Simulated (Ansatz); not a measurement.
Input for Ansatz (a program for electronic structure): U-CCSD(T)/def2-TZVPP on AlRu, 2S+1 = 4, a spin state set in the input, which need not be the lowest, a point of a bond scan (R = 2.261 Å). Elements past Kr take the def2 small-core potentials; no spin–orbit coupling.

Ansatz 0.2 input:
```yaml
crystal:
  periodic: [false, false, false]
  atoms:
    - {symbol: Ru, position_ang: [0.00000000, 0.00000000, 0.00000000]}
    - {symbol: Al, position_ang: [0.00000000, 0.00000000, 2.26144500]}
basis:
  gaussian:
    orbitals: def2-TZVPP
    pivot_positions_ang: [[0.00000000, 0.00000000, 0.00000000], [0.00000000, 0.00000000, 2.26144500]]
magnetization: {spin_polarized: true, initial_magnetization: 3}
correlation: {method: ccsd_t, electrons: valence}
output: {orbitals: {seedname: ./end}}
```

The log:

```
WARN ansatz: RAYON_NUM_THREADS=2 ignored (pool sized by the plan → 2); use --threads N
Functional definition: HF
integrals: 0.16 GiB planned
703 factors; integrals over basis functions are off by at most 2.5e-4 eV
mean field: 0.27 GiB planned
mean field evaluation 1: about -9135.9891 eV, gradient 3.4e1 eV
mean field evaluation 2: about -9136.1308 eV, gradient 3.4e1 eV
mean field evaluation 4: about -9142.0495 eV, gradient 3.7e0 eV
mean field evaluation 8: about -9142.4356 eV, gradient 6.6e-1 eV
mean field evaluation 16: about -9142.4999 eV, gradient 2.3e-1 eV
mean field evaluation 32: about -9143.0014 eV, gradient 7.6e-6 eV
mean field evaluation 64: about -9143.0880 eV, gradient 1.1e-7 eV
mean field evaluation 96: about -9142.4354 eV, gradient 4.7e-1 eV
mean field evaluation 128: about -9142.4457 eV, gradient 6.7e-1 eV
mean field evaluation 160: about -9138.4425 eV, gradient 2.0e-2 eV
mean field evaluation 192: about -9143.0104 eV, gradient 3.1e-1 eV
mean field evaluation 224: about -9143.0761 eV, gradient 3.3e-6 eV
mean field evaluation 256: about -9141.2262 eV, gradient 1.7e0 eV
mean field evaluation 288: about -9142.5037 eV, gradient 2.4e-1 eV
mean field evaluation 320: about -9143.0487 eV, gradient 6.5e-1 eV
mean field evaluation 352: about -9143.0014 eV, gradient 5.5e-2 eV
mean field evaluation 384: about -9143.0879 eV, gradient 5.9e-2 eV
mean field evaluation 416: about -9142.8245 eV, gradient 1.3e0 eV
mean field evaluation 448: about -9142.1048 eV, gradient 5.1e-1 eV
mean field evaluation 480: about -9142.6397 eV, gradient 3.7e-1 eV
mean field evaluation 512: about -9142.6594 eV, gradient 1.1e0 eV
mean field evaluation 544: about -9143.0731 eV, gradient 1.4e0 eV
mean field evaluation 576: about -9142.8470 eV, gradient 4.8e0 eV
mean field evaluation 608: about -9143.0712 eV, gradient 3.7e-1 eV
mean field evaluation 640: about -9143.0688 eV, gradient 7.0e-1 eV
mean field evaluation 672: about -9142.3258 eV, gradient 2.8e0 eV
mean field evaluation 704: about -9143.0805 eV, gradient 3.4e-1 eV
mean field evaluation 736: about -9140.0783 eV, gradient 1.9e1 eV
mean field evaluation 768: about -9141.4455 eV, gradient 2.0e0 eV
mean field evaluation 800: about -9143.0761 eV, gradient 7.3e-5 eV
mean field evaluation 832: about -9141.0179 eV, gradient 5.2e0 eV
mean field evaluation 864: about -9142.3541 eV, gradient 9.2e-1 eV
mean field evaluation 896: about -9142.3810 eV, gradient 2.0e0 eV
mean field evaluation 928: about -9142.2776 eV, gradient 1.1e0 eV
mean field evaluation 960: about -9142.3224 eV, gradient 1.6e0 eV
mean field evaluation 992: about -9142.0153 eV, gradient 1.2e0 eV
mean field evaluation 1024: about -9138.4953 eV, gradient 1.0e1 eV
mean field evaluation 1056: about -9142.1270 eV, gradient 9.3e-1 eV
mean field evaluation 1088: about -9142.8211 eV, gradient 1.9e-1 eV
mean field evaluation 1120: about -9142.8202 eV, gradient 1.7e0 eV
mean field evaluation 1152: about -9142.8099 eV, gradient 2.3e-4 eV
mean field evaluation 1184: about -9142.8096 eV, gradient 2.8e-1 eV
mean field evaluation 1216: about -9142.3003 eV, gradient 4.2e-1 eV
mean field evaluation 1248: about -9142.2526 eV, gradient 3.6e-1 eV
mean field evaluation 1280: about -9142.0915 eV, gradient 2.1e-1 eV
mean field evaluation 1312: about -9142.6013 eV, gradient 6.4e-1 eV
mean field evaluation 1344: about -9142.5824 eV, gradient 1.7e0 eV
mean field evaluation 1376: about -9142.0862 eV, gradient 6.6e-1 eV
mean field evaluation 1408: about -9141.8341 eV, gradient 9.3e-1 eV
mean field evaluation 1440: about -9141.8179 eV, gradient 6.3e-1 eV
mean field evaluation 1472: about -9142.0577 eV, gradient 1.3e0 eV
mean field evaluation 1504: about -9141.5898 eV, gradient 1.7e0 eV
mean field evaluation 1536: about -9141.4577 eV, gradient 5.8e-1 eV
mean field evaluation 1568: about -9141.5794 eV, gradient 1.5e0 eV
mean field evaluation 1600: about -9140.7341 eV, gradient 8.6e-1 eV
mean field evaluation 1632: about -9140.3437 eV, gradient 5.7e0 eV
mean field evaluation 1664: about -9140.2302 eV, gradient 2.9e0 eV
mean field evaluation 1696: about -9140.1434 eV, gradient 2.4e0 eV
mean field evaluation 1728: about -9140.1458 eV, gradient 2.2e0 eV
mean field evaluation 1760: about -9140.4199 eV, gradient 9.0e-1 eV
mean field evaluation 1792: about -9140.4173 eV, gradient 1.5e0 eV
mean field evaluation 1824: about -9139.5206 eV, gradient 3.8e0 eV
mean field evaluation 1856: about -9139.9537 eV, gradient 1.6e1 eV
mean field evaluation 1888: about -9143.0761 eV, gradient 1.5e-3 eV
mean field evaluation 1920: about -9142.2150 eV, gradient 8.9e-1 eV
mean field evaluation 1952: about -9142.0795 eV, gradient 1.7e-2 eV
mean field evaluation 1984: about -9142.0794 eV, gradient 4.4e-3 eV
mean field evaluation 2016: about -9142.2779 eV, gradient 7.4e-2 eV
mean field evaluation 2048: about -9142.1096 eV, gradient 1.3e-3 eV
mean field evaluation 2080: about -9141.6259 eV, gradient 8.5e-1 eV
mean field evaluation 2112: about -9141.8162 eV, gradient 5.9e-1 eV
mean field evaluation 2144: about -9142.6301 eV, gradient 2.0e-2 eV
mean field evaluation 2176: about -9142.3957 eV, gradient 7.4e-3 eV
mean field evaluation 2208: about -9137.5140 eV, gradient 1.1e1 eV
mean field evaluation 2240: about -9138.5586 eV, gradient 1.1e1 eV
mean field evaluation 2272: about -9142.4518 eV, gradient 9.1e-1 eV
mean field evaluation 2304: about -9138.8377 eV, gradient 7.6e0 eV
mean field evaluation 2336: about -9138.0519 eV, gradient 1.0e1 eV
mean field evaluation 2368: about -9141.5874 eV, gradient 1.1e0 eV
mean field -9143.08804266 eV, -336.0022881600 hartree, gradient 4.1e-7 eV, S^2 4.481103; 40 other end points of the search recorded, 0 dependent functions left out
determinant -9143.08804266 eV, -336.0022881600 hartree, with singles and doubles -9158.98435559 eV, -336.5864668852 hartree
determinant -9143.07609012 eV, -336.0018489123 hartree, with singles and doubles -9159.06708752 eV, -336.5895072277 hartree
determinant -9143.00143779 eV, -335.9991054897 hartree, with singles and doubles -9158.83615467 eV, -336.5810206019 hartree
determinant -9142.80991745 eV, -335.9920672471 hartree, with singles and doubles -9158.53657473 eV, -336.5700112421 hartree
determinant -9142.63010289 eV, -335.9854591841 hartree, with singles and doubles -9158.55134501 eV, -336.5705540401 hartree
determinant -9142.49212229 eV, -335.9803884903 hartree, with singles and doubles -9159.15892571 eV, -336.5928822190 hartree
determinant -9142.27812129 eV, -335.9725240986 hartree, with singles and doubles -9157.55130754 eV, -336.5338033410 hartree
determinant -9142.13280690 eV, -335.9671838932 hartree, with singles and doubles -9157.57488048 eV, -336.5346696306 hartree
determinant -9142.13197395 eV, -335.9671532829 hartree, with singles and doubles -9157.57636690 eV, -336.5347242553 hartree
determinant -9142.10960999 eV, -335.9663314225 hartree, with singles and doubles -9157.59805309 eV, -336.5355212081 hartree
determinant -9142.07936486 eV, -335.9652199345 hartree, with singles and doubles -9158.00820199 eV, -336.5505939023 hartree
determinant -9141.86430542 eV, -335.9573166460 hartree, with singles and doubles -9157.15575525 eV, -336.5192670623 hartree
determinant -9141.84748414 eV, -335.9566984754 hartree, with singles and doubles -9157.13423267 eV, -336.5184761222 hartree
determinant -9140.86293294 eV, -335.9205168863 hartree, with singles and doubles -9155.72092905 eV, -336.4665381720 hartree
determinant -9143.08804266 eV, -336.0022881600 hartree, with singles and doubles -9159.12720140 eV, -336.5917163720 hartree
determinant -9143.07609012 eV, -336.0018489123 hartree, with singles and doubles -9159.15669306 eV, -336.5928001707 hartree
determinant -9143.00143779 eV, -335.9991054897 hartree, with singles and doubles -9159.01939334 eV, -336.5877544988 hartree
determinant -9142.49212229 eV, -335.9803884903 hartree, with singles and doubles -9159.15200166 eV, -336.5926277648 hartree
mean field evaluation 2400: about -9142.4921 eV, gradient 8.6e-6 eV
5 core orbitals not correlated, not the lowest: weight in the atoms' cores, before any rotation towards them, 1.000 or more for the frozen orbitals, at most 0.000 for the correlated occupied ones
reference -9142.49212229 eV, -335.9803884903 hartree; 11, 8 occupied and 82, 85 virtual orbitals, 703 factors
second order -17.37978086 eV of doubles, -0.00000000 eV of singles
coupled cluster: 0.55 GiB planned
cycle   1  -16.65987949 eV  change   -1.1e-7 eV  update   4.4e-6
coupled cluster: 0.56 GiB planned
perturbative correction -0.95568805 eV, -0.0351208881 hartree
WARN: the results are in doubt because among natural orbitals full CI differs from the method by -0.105 eV
Total energy: -9160.10768983 eV, -336.6277486571 hartree
In doubt: among natural orbitals full CI differs from the method by -0.105 eV
```

The calculation finished and met its thresholds. Its determinant has ⟨S²⟩ = 4.11, a mixture of spin states.

Warnings raised: large difference.

Cost: very roughly 6 core-minutes.
